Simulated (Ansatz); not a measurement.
System: GeI, charge 0, multiplicity 2. 
Geometry from a B3LYP-D3(BJ)/def2-TZVP (Ansatz, a quantum-chemistry and plane-wave program) optimisation:
```xyz
2

Ge     0.0000     0.0000    -1.5933
I      0.0000     0.0000     0.9620
```
Charge 0, spin multiplicity 2.

Basis-set convergence of Hartree-Fock and CCSD(T) correlation energies (hartree) with Ansatz. Valence correlation only, unless marked. UHF or UKS for open shells. No spin-orbit coupling. Frozen are the shells of the preceding noble gas and the d and f shells that filled before the atom's block. Past Kr the def2 sets carry scalar-relativistic core potentials.

```tsv
basis	functions	E(HF)	E(corr, CCSD(T))
def2-SVP	58	-2371.77385	-0.17980
def2-TZVPP	98	-2372.04777	-0.24012
def2-QZVPP	171	-2372.09099	-0.26573
```

Extrapolating the two largest sets (X = 3 and 4) as X^-3: E(corr) = (64·(-0.26573) - 27·(-0.24012))/37 = -0.2844 Eh, an estimate of the basis-set limit. The largest set recovers 93.4 % of it, the smallest 63.2 %.
